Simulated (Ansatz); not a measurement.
Species: C2H5B, SMILES `B=CC` (charge 0, multiplicity 1).

Give a relaxed geometry from PBE0-D4/def2-TZVP (Ansatz, a program for electronic structure).

the end point of this relaxation (outside a Z-matrix the atoms follow the SMILES, hydrogens last).
Cartesian coordinates (Å) in one orientation:
```xyz
8

B      1.631    -0.111     0.058
C      0.363     0.375    -0.168
C     -1.006    -0.184     0.079
H      2.737    -0.472     0.227
H      0.395     1.374    -0.620
H     -0.965    -1.176     0.528
H     -1.581     0.461     0.750
H     -1.573    -0.266    -0.853
```
